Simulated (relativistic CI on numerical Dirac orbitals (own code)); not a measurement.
Method of calculation: Dirac-Coulomb-Breit CI, orbitals from a KLI potential per configuration, model QED, unscaled Slater integrals (own radial code, finite nucleus).

The strongest absorption lines from the ground level of an ion, among the configurations computed and to levels below about 7050 eV (vacuum wavelength in Å, gf): 1.7613 (0.049), 1.7656 (0.027), 1.9606 (0.12), 1.9710 (0.065), 2.5954 (0.45), 2.6392 (0.27), 33.068 (0.14), 114.71 (0.018).

Task: Which ion is it?
A. Mo39+
B. Sn49+
C. Ce55+
D. Sn47+

Result: D. Sn47+ has 3 electrons and the ground level 2s 2S_1/2; the strongest line goes to 3p 2P°_3/2. The pattern of lines fixes the number of electrons, and along that sequence the line energies rise steadily with the charge (about as its square where n changes within one kind of shell, about linearly where n is kept but much faster in heavy ions where fine structure, which grows about as Z⁴, sets the gap, and irregularly where shells cross), which fixes Z. Configurations outside the model, such as inner-shell arrays, can give stronger lines. At this charge energies of transitions that change n are usually good to better than 1 %, and those within a shell (Δn = 0) to a few per cent.
